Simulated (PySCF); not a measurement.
## Ionisation energy of Ir⁺ by level of theory

Ir⁺ [Xe] 4f14 5d7 6s1 (5F) → Ir²⁺ [Xe] 4f14 5d7 (4F), as a difference of total energies. Computed with PySCF 2.14 in ANO-RCC-VTZP, with scalar relativity by spin-free X2C-1e. Correlated levels: valence: [Xe] 4f14 frozen; valence and next inner shell: [Kr] 4d10 4f14 frozen. The calculations carry no spin-orbit coupling.

```json
{"method": "UHF", "ionisation energy (eV)": "16.345"}
{"method": "PBE", "ionisation energy (eV)": "18.090"}
{"method": "PBE0", "ionisation energy (eV)": "17.777"}
{"method": "r2SCAN", "ionisation energy (eV)": "18.084"}
{"method": "SCS-MP2 (valence)", "ionisation energy (eV)": "17.028"}
{"method": "MP2 (valence and next inner shell)", "ionisation energy (eV)": "17.649"}
{"method": "SCS-MP2 (valence and next inner shell)", "ionisation energy (eV)": "17.307"}
```

Task: Estimate what MP2 (valence) gives.

Result: 17.340 eV, closest to SCS-MP2 (valence and next inner shell) among the rows shown.

Task: Estimate what LDA gives.

Result: 18.405 eV, closest to PBE among the rows shown.

A first-order spin-orbit estimate (lowest level to lowest level, LS coupling) adds -0.036 eV.

Errors of the correlated levels include the incompleteness of this basis and the frozen core.

For comparison: 17 ± 0.3 eV (semi-empirical (NIST evaluation); NIST Atomic Spectra Database, ionization energies).
